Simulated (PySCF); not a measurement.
Ligands exchanged one at a time, Ga CH3-SH. All species are isolated molecules in the gas phase. One relaxed conformer stands for each flexible species; it need not be the lowest. Strings in code marks are SMILES.

The S1–T1 gap (TDA) from two functionals at the same geometries (B3LYP-D3(BJ)/def2-TZVP), both in PySCF: PBE-D3(BJ)/def2-TZVP and B3LYP-D3(BJ)/def2-TZVP. B3LYP has the VWN-RPA correlation part, as in Gaussian. Excitations are Tamm–Dancoff values on a coarser integration grid. The basis has no diffuse functions, so Rydberg states are missing or too high.

| species | B3LYP-D3(BJ)/def2-TZVP (eV) |
|---|---|
| 0 of 3 CH3 replaced by SH (`[CH3][Ga]([CH3])[CH3]`) | 0.29 |
| 1 of 3 CH3 replaced by SH (`[CH3][Ga]([CH3])[SH]` (C–Ga–S–H torsion 179°)) | 0.84 |
| 3 of 3 CH3 replaced by SH (`[SH][Ga]([SH])[SH]`) | 0.28 |

Q: What does PBE-D3(BJ)/def2-TZVP give for each?

A: 
- 0 of 3 CH3 replaced by SH (`[CH3][Ga]([CH3])[CH3]`): 0.29
- 1 of 3 CH3 replaced by SH (`[CH3][Ga]([CH3])[SH]` (C–Ga–S–H torsion 179°)): 0.87
- 3 of 3 CH3 replaced by SH (`[SH][Ga]([SH])[SH]`): 0.24
Over these rows, drawn at random from the members with no instability flagged (it was tested for open shells, ions and some series alone), PBE minus B3LYP-D3(BJ): mean -0.01 eV, from -0.05 eV to +0.03 eV.
